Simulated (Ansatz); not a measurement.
C$_{5}$H$_{8}$ClCuN$_{2}$, SMILES `Cn1ccn(C)[c+]1[Cu-][Cl]` at its PBE0-D4/def2-TZVP geometry, where that method's forces vanish. Total charge 0; spin multiplicity 1.

```xyz
17

C    -0.3782   -1.0929   -2.1500
N    -0.4167   -0.1939   -1.0199
C    -1.2000    0.9321   -0.9460
C    -0.9522    1.4936    0.2568
N    -0.0257    0.6922    0.8782
C     0.5170    0.9354    2.1947
C     0.3179   -0.3584    0.1017
Cu    1.5447   -1.7400    0.4943
Cl    2.9087   -3.2745    0.9308
H     0.3296   -1.8893   -1.9255
H    -0.0508   -0.5634   -3.0461
H    -1.3639   -1.5270   -2.3244
H    -1.8584    1.2366   -1.7418
H    -1.3525    2.3829    0.7133
H    -0.2792    0.9316    2.9409
H     1.0350    1.8953    2.2212
H     1.2247    0.1397    2.4217
```

**Question.** What forces (eV/Å) does r2SCAN-D4/def2-TZVPP give on these atoms in the Gaussian-basis code of Ansatz? (Best estimate.)

**Answer.** The calculation gave: 
```
C1   0.003 -0.138 -0.180
N2  -0.109 -0.040 -0.252
C3  -0.220  0.109 -0.254
C4  -0.138  0.294  0.139
N5  -0.013  0.177  0.213
C6   0.082  0.043  0.207
C7   0.633 -0.713  0.203
Cu8 -0.113  0.127 -0.036
Cl9 -0.140  0.157 -0.045
H10  0.002  0.010  0.016
H11 -0.010 -0.001  0.011
H12  0.008  0.013  0.001
H13  0.013 -0.016  0.003
H14  0.013 -0.015  0.006
H15  0.005  0.006 -0.013
H16 -0.013 -0.007 -0.003
H17 -0.005 -0.006 -0.017
```
